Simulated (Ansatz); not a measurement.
A trace of molecular dynamics of C$_{2}$H$_{7}$BS (11 atoms, charge 0, multiplicity 1).

The calculation used UHF/def2-SVP (Ansatz 0.2.0).

* ensemble: NVE (velocity Verlet)
* starting velocities drawn for: 100 K
* seed: 12172

| time (fs) | T (K) | potential energy less start (eV) | conserved less start (meV/atom) |
| --- | --- | --- | --- |
| 0.0 | 100 | 0.000 | 0.00 |
| 4.0 | 42 | 0.068 | 0.04 |
| 8.0 | 30 | 0.082 | 0.05 |
| 12.0 | 66 | 0.040 | 0.04 |
| 16.0 | 118 | -0.020 | 0.09 |
| 20.0 | 888 | -0.916 | -0.02 |
| 24.0 | 2333 | -2.605 | -0.63 |
| 28.0 | 1620 | -1.768 | -0.01 |
| 32.0 | 1152 | -1.224 | 0.01 |
| 36.0 | 819 | -0.837 | 0.02 |
| 40.0 | 941 | -0.981 | -0.25 |
| 44.0 | 933 | -0.968 | 0.13 |
| 48.0 | 1991 | -2.202 | -0.15 |
| 52.0 | 2108 | -2.340 | -0.42 |
| 56.0 | 896 | -0.924 | 0.10 |
| 60.0 | 1074 | -1.143 | -0.85 |
| 64.0 | 1162 | -1.248 | -1.11 |
| 68.0 | 995 | -1.041 | 0.05 |
| 72.0 | 1662 | -1.818 | -0.13 |
| 76.0 | 1719 | -1.881 | 0.18 |
| 80.0 | 991 | -1.037 | -0.07 |
| 84.0 | 554 | -0.527 | 0.10 |
| 88.0 | 1047 | -1.096 | 0.43 |
| 92.0 | 1999 | -2.214 | -0.39 |
| 96.0 | 1291 | -1.385 | 0.04 |
| 100.0 | 1862 | -2.055 | -0.55 |

Question: Is this trajectory sound?

Answer: The conserved energy stayed within 1.1 meV per atom of its start (net change -0.55 meV per atom), so the integration is sound. The system heated up, since it started high on the potential surface and ran downhill. A run of 0.1 ps of so small a system gives no equilibrium averages. The orbitals stay closed-shell, which can raise the energy where a bond breaks towards radicals; this wasn't checked here. The time step was 0.5 fs.

The run took 4.1 min on 2 threads of Arm Neoverse V1, on a shared host, peak memory 0.22 GiB.
